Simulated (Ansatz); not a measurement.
Complex (SMILES): F (HF) with FCl (F-Cl), atoms 1 to 2 the first; geometry from B3LYP-D3(BJ)/def2-TZVP, monomers rigid:
```xyz
4

F      0.3477     0.0277    -0.4961
H     -0.5669     0.0474    -0.3400
F     -2.4822     0.0933    -0.3591
Cl    -3.1336     0.1260    -1.8747
```

Basis-set convergence of the counterpoise-corrected interaction energy at PBE with Ansatz (an electronic-structure program). All functions are spherical. No added dispersion term, no relativity. Functions are those of the species that has most. Reference: the value in aug-pcseg-3, -1.96 kcal/mol. Deviations are taken from unrounded values.

```csv
basis,functions
def2-SV(P),48
def2-SVP,51
def2-SVPD,81
def2-TZVP,105
def2-TZVPP,118
def2-TZVPD,135
def2-TZVPPD,148
def2-QZVPP,214
def2-QZVPPD,244
```

Task: Which is the smallest def2 set listed that can be trusted to 0.1 kcal/mol here, that is, within that of the reference together with its larger relatives (same family, alike in diffuse functions; a set with none to test it counts only in the reference's own line)?

Result: The smallest set listed that lies within 0.1 kcal/mol of the reference with all its larger relatives (same family, alike in diffuse functions; a set with none counts only in the reference's own line) is def2-TZVP (105 functions, 0.03 kcal/mol off). Value minus reference: def2-SV(P) -0.68, def2-SVP -0.62, def2-SVPD -0.13, def2-TZVP 0.03, def2-TZVPP 0.02, def2-TZVPD 0.07, def2-TZVPPD 0.06, def2-QZVPP -0.01, def2-QZVPPD 0.00 kcal/mol.
